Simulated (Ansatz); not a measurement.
`[F][Cd][Br]` + `O[SiH3]` → `[SiH3][O][Cd][Br]` + H–F at 700 K and 1 bar (ligand exchange at a Cd–F bond).

Gas-phase electronic energies from Ansatz, PBE0-D4/def2-TZVP geometries. CBS: MP2 limit from def2 TZ/QZ plus the TZ coupled-cluster correction, frozen cores. This one scheme is used for every species. def2 core potentials past Kr. For Br, Cd outer-core shells are correlated without core-valence functions, which leaves a few kJ/mol of doubt a bond. Scalar relativity is left out up to krypton. Each species was taken in one conformer, which may not be the lowest.

```
            species  CCSD(T)/CBS energy (Eh)  H − E (kJ/mol)  S (J/(mol·K))
      `[F][Cd][Br]`              -2840.89161            44.5          343.1
          `O[SiH3]`               -366.69042           144.6          321.6
`[SiH3][O][Cd][Br]`              -3107.18482           143.4          472.1
                H–F               -100.39570            45.2          198.5
```

H − E and S are ideal-gas, rigid-rotor, harmonic terms from PBE0-D4/def2-TZVP, for one conformer and one mirror image of each species. 1 Eh = 2625.50 kJ/mol, R = 8.31446 J/(mol·K).

By hand: ΔE, ΔH, ΔS and ΔG.

ΔE = (-3107.18482) + (-100.39570) − (-2840.89161) − (-366.69042) = 0.00151 Eh = 4.0 kJ/mol. Δ(H − E) = 143.4 + 45.2 − 44.5 − 144.6 = -0.5, so ΔH = 3.5 kJ/mol. ΔS = 472.1 + 198.5 − 343.1 − 321.6 = 5.9 J/(mol·K). ΔG = 3.5 − 700 × (5.9)/1000 = -0.6 kJ/mol.

By hand: the equilibrium constant, and the temperature at which ΔG would vanish if ΔH and ΔS stayed fixed.

log₁₀ K = −ΔG/(RT ln 10) = 0.0. ΔG = 0 at ΔH/ΔS = 593 K, though so small a ΔH makes that figure unsure.

TΔS isn't small against ΔH here. The sign of ΔG lies within the doubt. A doubt of 5 kJ/mol in ΔE shifts log₁₀ K by 0.4 here. Other conformers and mirror images would add mixing entropy, several J/(mol·K) or more a flexible species. Modes under 60 cm⁻¹, often nearly free rotors, make the harmonic entropy too high. These are equilibria of isolated gas molecules and say nothing of rates. Largest T1 diagnostic: 0.014 (customary marks: 0.02 for closed shells, 0.045 for open ones).
